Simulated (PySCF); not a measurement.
Computed shifts of a molecule C3H6F2O, HF/pcSseg-1 (PySCF), GIAO, gas phase, equivalent atoms averaged, in ppm (number of nuclei): ¹³C: 113.3 (1), 48.8 (1), 22.3 (1). ¹⁹F: -60.5 (1), -71.9 (1). ¹H: 3.65 (3), 1.93 (3). References: ¹³C against TMS (σ = 192.6 ppm); ¹⁷O against H2O (σ = 333.0 ppm); ¹⁹F against CFCl3 (σ = 238.5 ppm); ¹H against TMS (σ = 31.99 ppm), references at their B3LYP-D3(BJ)/def2-TZVP geometries, non-relativistic. The structure is a stationary point at PBE0-D3(BJ)/def2-SVP. The values are those of a single conformer.

Q: Identify the compound among the candidates.
(A) COC(C)(F)F
(B) COCC(F)F
(C) CC(F)(F)CO
(D) OCCC(F)F

A: A, COC(C)(F)F
